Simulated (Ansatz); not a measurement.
A nudged elastic band was laid between two geometries of H3NS2Sn (7 atoms, charge 0, multiplicity 1).

The calculation used RKS PBE/def2-SVP in Ansatz.

```json
{"movable images": "7", "climbing image": "yes", "spring": "5.0 eV/Å²", "optimiser": "fire", "start path": "IDPP", "force threshold": "0.03 eV/Å", "iteration limit": "60", "end points": "relaxed", "largest step": "0.5 Å"}
```

Initial state:

```xyz
7
Properties=species:S:1:pos:R:3
N -0.846 1.267 0.035
Sn 0.675 -0.116 0.000
S 0.389 -1.981 1.504
S 0.319 -2.417 -0.713
H -0.936 1.745 -0.874
H -1.741 0.785 0.206
H 2.200 0.648 -0.205
```

Final state:

```xyz
7
Properties=species:S:1:pos:R:3
N -0.820 1.201 -0.470
Sn 0.671 -0.104 0.081
S 0.217 -2.137 1.342
S 0.512 -2.305 -0.893
H -1.698 0.678 -0.602
H -0.998 1.896 0.270
H 2.178 0.705 0.227
```

**Question.** What changes between the two ends?

**Answer.** No bond is made or broken. The dihedral H6–N1–Sn2–S4 goes from 29 to 151°. The two ends are copies of one structure, up to a mirror image or an exchange of like atoms.

**Question.** Give the energies along the band, and the barrier.

**Answer.** The forces met the threshold. The highest image is number 4 of 0 to 8, 0.028 eV above the ends, which have the same energy within 2 meV. Another band between the same ends (7 images) ends at a top of the same energy, where a vibrational analysis finds 1 clearly imaginary mode.

```csv
image,path coordinate (Å),energy (eV),dihedral H6–N1–Sn2–S4 (°)
0,0.00,0.000,29
1,0.30,0.004,43
2,0.60,0.014,57
3,0.89,0.024,72
4,1.19,0.028,87
5,1.48,0.024,103
6,1.78,0.014,119
7,2.08,0.004,135
8,2.37,0.000,151
```

**Question.** What is the geometry of the highest image?

**Answer.** 
```xyz
7
Properties=species:S:1:pos:R:3:forces:R:3
N -0.785 1.364 -0.190 0.00 -0.03 0.00
Sn 0.705 -0.060 0.059 0.00 0.00 0.00
S 0.224 -2.080 1.317 -0.01 0.01 0.00
S 0.421 -2.266 -0.914 -0.01 0.01 -0.01
H -1.316 1.104 -1.037 0.02 0.00 -0.02
H -1.461 1.234 0.580 0.02 0.00 0.03
H 2.273 0.637 0.139 -0.02 0.01 0.00
```

Time of the run: 11 min on 1 thread of Arm Neoverse V1 (shared host), peak memory 0.13 GiB.
